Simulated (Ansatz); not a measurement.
Total energies of BH2(CF3) (CH2BF3) from Ansatz at PBE0-D4/def2-TZVP, gas phase (1 Eh = 27.2114 eV = 2625.5 kJ/mol). The reference geometry is relaxed at PBE-D4/def2-SVP.

| state | geometry | energy (Eh) |
| --- | --- | --- |
| charge 0 singlet | reference | -363.45108 |
| charge 1 doublet | reference | -362.98355 |
| free B atom (doublet) | – | -24.61828 |
| free H atom (doublet) | – | -0.50104 |
| free C atom (triplet) | – | -37.80537 |
| free F atom (doublet) | – | -99.67617 |

Question: Work out the vertical ionisation energy to the doublet.

Answer: E(charge 1 doublet) − E(charge 0 singlet) = -362.98355 − (-363.45108) = 0.46753 Eh = 12.72 eV. For comparison, −ε of the highest occupied level is 10.17 eV at this level, 2.55 eV less.

Question: What is the binding energy per atom against free atoms?

Answer: Atoms: 1 × (-24.61828) + 2 × (-0.50104) + 1 × (-37.80537) + 3 × (-99.67617) = -362.45424 Eh. Binding: -362.45424 − (-363.45108) = 0.99684 Eh = 27.13 eV, or 3.88 eV for each of 7 atoms (no zero-point energy, no counterpoise term).
